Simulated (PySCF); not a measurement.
FH₅N₂OSiW, multiplicity 1. Atoms are numbered in the order given.

```xyz
11

W     -0.0036    -0.4743     0.0000
N     -0.9596    -0.8008     1.4211
H     -1.7806    -1.0743     1.9504
N     -0.9596    -0.8008    -1.4211
H     -1.7806    -1.0743    -1.9504
F      1.4735    -1.6411     0.0000
O      0.4182     1.3637     0.0000
Si     0.0564     2.9935     0.0000
H     -0.7362     3.3275    -1.2192
H     -0.7362     3.3275     1.2192
H      1.3390     3.7515     0.0000
```
Charge 0, spin multiplicity 1.

Geometry: PBE0-D3(BJ)/def2-SVP. The multiplicity is an assumed one; other spin states were not compared. The def2 effective core potentials stand for the cores of W; spin–orbit coupling is left out. The values are those of a single conformer.

Method: PBE/def2-TZVP (PySCF).

ESP charges are fitted to the potential on shells at 1.4 to 2.0 van der Waals radii. Atomic charges (e):

```tsv
atom	ESP fit	Löwdin
W1	1.21	___
N2	-0.77	___
H3	0.39	___
N4	-0.77	___
H5	0.39	___
F6	-0.29	-0.22
O7	-0.29	-0.16
Si8	0.24	0.14
H9	-0.04	-0.04
H10	-0.04	-0.04
H11	-0.03	-0.04
```

Q: Fill in the missing entries. (An estimate is asked for; the answer gives what the named calculation found.)

A: 
- W1, Löwdin: 0.74
- N2, Löwdin: -0.34
- H3, Löwdin: 0.15
- N4, Löwdin: -0.34
- H5, Löwdin: 0.15
